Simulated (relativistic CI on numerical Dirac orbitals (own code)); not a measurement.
Energy levels of Gd63+

Method of calculation: Dirac equation for one electron, model QED (radiative potential, 1s self-energy scaled to tabulated hydrogen-like ionisation energies) (own radial code, finite nucleus).

Configurations in the expansion: 1s, 2s, 2p, 3s, 3p, 3d, 4s, 4p, 4d, 4f, 5s, 5p, 5d, 5f, 5g, 6s, 6p, 6d. Levels of other configurations are missing.

The lowest level is 1s 2S_1/2, with 100 % of that term; Hund's rules for 1s give 2S with J = 1/2, in agreement.

```tsv
No.	Configuration	Term	J	E (eV)	%	Landé g	Lifetime (s)
1	1s	2S	1/2	0.0	100	1.848	
2	2p	2P°	1/2	44058.1	100	0.627	9.27e-17
3	2s	2S	1/2	44071.7	100	1.963	
4	2p	2P°	3/2	44940.2	100	1.305	1.00e-16
5	3p	2P°	1/2	52495.7	100	0.649	3.20e-16
6	3s	2S	1/2	52499.7	100	1.985	6.15e-15
7	3d	2D	3/2	52757.5	100	0.786	8.26e-16
8	3p	2P°	3/2	52758.2	100	1.321	3.24e-16
9	3d	2D	5/2	52835.7	100	1.188	8.99e-16
10	4p	2P°	1/2	55411.6	100	0.656	7.64e-16
11	4s	2S	1/2	55413.2	100	1.993	9.12e-15
12	4d	2D	3/2	55521.5	100	0.792	1.89e-15
13	4p	2P°	3/2	55521.7	100	1.327	7.52e-16
14	4f	2F°	5/2	55554.5	100	0.850	4.14e-15
15	4d	2D	5/2	55554.6	100	1.193	2.07e-15
16	4f	2F°	7/2	55570.6	100	1.136	4.25e-15
17	5p	2P°	1/2	56745.5	100	0.660	1.49e-15
18	5s	2S	1/2	56746.4	100	1.996	1.45e-14
19	5d	2D	3/2	56801.5	100	0.795	3.61e-15
20	5p	2P°	3/2	56801.6	100	1.329	1.45e-15
21	5f	2F°	5/2	56818.4	100	0.852	7.93e-15
22	5d	2D	5/2	56818.4	100	1.196	3.96e-15
23	5g	2G	7/2	56826.7	100	0.884	1.37e-14
24	5f	2F°	7/2	56826.7	100	1.139	8.16e-15
25	5g	2G	9/2	56831.6	100	1.107	1.39e-14
26	6p	2P°	1/2	57463.7	100	0.662	2.58e-15
27	6s	2S	1/2	57464.2	100	1.998	2.24e-14
28	6d	2D	3/2	57495.9	100	0.796	6.15e-15
29	6p	2P°	3/2	57496.0	100	1.331	2.49e-15
30	6d	2D	5/2	57505.7	100	1.197	6.75e-15
```

Energies count from the lowest computed level; ° marks odd parity; lifetimes are radiative, by E1, M1, E2, M2 decay to levels of this space only; some are left blank where a channel outside the calculation adds to the decay or the decay crosses a small, uncertain gap.
